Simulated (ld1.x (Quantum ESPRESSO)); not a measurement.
Configuration tests for vanadium (V) (RRKJ)

vanadium, norm-conserving RRKJ (Kleinman–Bylander form), made with ld1.x (Quantum ESPRESSO) 7.5 (PBEsol, scalar-relativistic). Core [Ar], reference 3d3 4s1 4p1. Waves: 4p (bound): rc 3.85 bohr; 3d (bound): rc 1.70 bohr; 4s (bound): rc 2.08 bohr. Local part: the s channel. Core correction: Bessel-smoothed model core inside 1.20 bohr.

Energies are relative to the spin-unpolarised reference configuration 3d3 4s1 4p1; without spin polarisation the order of configurations can differ from experiment.

```
valence configuration  charge  ΔE all-electron (eV)  error AE − PS (meV)
          3d3 4s2 4p0       0                -3.368                 -3.1
          3d3 4s1 4p0      +1                 4.382                 -2.0
          3d3 4s0 4p0      +2                18.585                  -19
          3d3 4s0 4p1      +1                 8.496                 -7.0
      3d3.5 4s1.5 4p0       0                -3.316                  -69
          3d2 4s2 4p1       0                 2.435                 -302
          3d1 4s0 4p0      +4                93.265                -1722
```

Levels in the configuration 3d3 4s0 4p1:

| level | all-electron (eV) | pseudo (eV) |
| --- | --- | --- |
| 3d | -13.817 | -13.839 |
| 4p | -7.467 | -7.471 |
